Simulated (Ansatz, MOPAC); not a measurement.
C14H20 rod of 2 cages `C1C2CC3C4CC5CC(C14)C(C2)C3C5`, neutral singlet in the gas phase. 

Cartesian coordinates (Å):
SMILES: C12CC3C4C(C5C(C3CC(C4)C5)C1)C2
```xyz
34

C      2.2285     0.4534     0.4534
C      1.3453     1.3453     1.3453
C      0.4534     0.4534     2.2285
C     -0.4348    -0.4347     1.3416
C      0.4348    -1.3416     0.4348
C     -0.4534    -2.2285    -0.4534
C     -1.3453    -1.3453    -1.3453
C     -0.4534    -0.4534    -2.2285
C      0.4348     0.4348    -1.3416
C      1.3416    -0.4348    -0.4348
C     -0.4348     1.3416    -0.4348
C      0.4534     2.2285     0.4534
C     -1.3416     0.4348     0.4348
C     -2.2285    -0.4534    -0.4534
H      2.8907    -0.1805     1.0824
H      2.8907     1.0825    -0.1805
H      1.9867     1.9867     1.9866
H     -0.1805     1.0825     2.8906
H      1.0824    -0.1803     2.8908
H     -1.0783    -1.0782     1.9822
H      1.0783    -1.9821     1.0783
H      0.1805    -2.8906    -1.0825
H     -1.0824    -2.8908     0.1804
H     -1.9867    -1.9866    -1.9866
H      0.1805    -1.0825    -2.8906
H     -1.0824     0.1804    -2.8908
H      1.0783     1.0783    -1.9822
H      1.9822    -1.0783    -1.0783
H     -1.0783     1.9822    -1.0783
H     -0.1805     2.8907     1.0825
H      1.0824     2.8908    -0.1804
H     -1.9822     1.0783     1.0783
H     -2.8907     0.1805    -1.0824
H     -2.8907    -1.0824     0.1805
```
Charge 0, multiplicity 1.

All levels are single points at this geometry (PBE-D3(BJ)/def2-SVP); Pople sets use spherical d functions. Orbital energies aren't observables, and empty levels follow the basis.

```tsv
level	HOMO (eV)	LUMO (eV)	gap (eV)	dipole (D)	vertical IE, Delta-SCF (eV)
PBE-D3(BJ)/def2-SVP in Ansatz	-6.18	0.40	6.58	0.00	8.44
PBE0-D3(BJ)/def2-SVP in Ansatz	-7.45	1.25	8.70	0.00	8.99
AM1 in MOPAC	-10.17	3.45	13.62	0.00	–
PM3 in MOPAC	-10.57	3.45	14.02	0.00	–
PM6 in MOPAC	-9.81	3.84	13.65	0.00	–
PM7 in MOPAC	-9.82	3.78	13.60	0.00	–
```

Ansatz is a quantum-chemistry and plane-wave program.
